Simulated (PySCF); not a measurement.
**Where the electron goes**

Species: C7H7FO.
Bonds: O1–C2 (double), C2–C3, C3–C4 (double), C4–C5, C5–C6, C6–F7, C6–C8 (double), C8–C9, C3–C9. Hydrogens: H10 on C2; H11 on C4; H12, H13 on C5; H14 on C8; H15, H16 on C9.

Method used: TDDFT PBE0/def2-SVPD, vertical, gas phase, core orbitals frozen in the response (PySCF). The structure is a single GFN2-xTB conformer in the gas phase; no vibrational or solvent corrections. Torsions of this conformer, `[O:1]=[CH:2][C:3]1=[CH:4][CH2:5][C:6]([F:7])=[CH:8][CH2:9]1`: O1–C2–C3–C4 180°.

Frontier orbitals with the atoms that hold most of them (Löwdin shares over 4%, at most four atoms; ? is withheld):

| orbital | ε (eV) | atoms |
| --- | --- | --- |
| LUMO+2 | 0.48 | C4 18%, C5 13%, H11 10%, C2 9% |
| LUMO+1 | 0.29 | C8 29%, C6 28%, C5 8%, H14 6% |
| LUMO | -1.85 | ? |
| HOMO | ? | C8 28%, C6 25%, F7 9%, C9 9% |
| HOMO-1 | -7.67 | ? |
| HOMO-2 | -8.24 | C3 28%, C4 27%, O1 11%, C8 7% |
| HOMO-3 | -10.06 | F7 15%, C6 12%, C5 12%, C9 11% |

(1) Which atoms hold the HOMO-1, and with what shares?

(2) Which atoms hold the LUMO, and with what shares?

(3) What is the HOMO energy, and the HOMO–LUMO gap?

Results:

(1) O1 (bonded to C) 61%; C2 (bonded to C, O and H) 16%; H10 (bonded to C) 9%; C3 (bonded to 3 C) 9%. By element: oxygen 61%, carbon 25% or more, hydrogen 9% or more.

(2) C4 (bonded to 2 C and H) 25%; O1 (bonded to C) 23%; C2 (bonded to C, O and H) 23%; C3 (bonded to 3 C) 14%. By element: carbon 62% or more, oxygen 23%.

(3) ε(HOMO) = -7.29 eV; the gap is 5.44 eV (0.1998 hartree).

**Question.** How does S1 compare with the orbital gap of 5.44 eV?

**Answer.** S1 is at 3.79 eV (f = 0.0003), 1.64 eV below the gap, made of HOMO-1→LUMO (97%). Its leading pair isn't HOMO and LUMO; the energies of that pair differ by 5.82 eV. Without the coupling terms of the response equations the lowest excitation would equal the gap.

**Question.** Give energy, strength and leading configuration of S1, S2, S3 and S6, and follow the Löwdin shares of the leading atoms from the occupied to the empty orbital.

**Answer.** 
- S1 (3.79 eV, f 0.0003), HOMO-1→LUMO (97%): O1 61% → 23%, C2 16% → 23%, C4 at most 6% → 25%
- S2 (4.41 eV, f 0.011), HOMO→LUMO (98%): C8 28% → at most 14%, C6 25% → at most 14%, C4 at most 10% → 25%, O1 at most 10% → 23%
- S3 (5.88 eV, f 0.225), HOMO-2→LUMO (89%): C3 28% → 14%, C4 27% → 25%, O1 11% → 23%
- S6 (6.82 eV, f 0.167), HOMO→LUMO+1 (70%): C8 28% → 29%, C6 25% → 28%
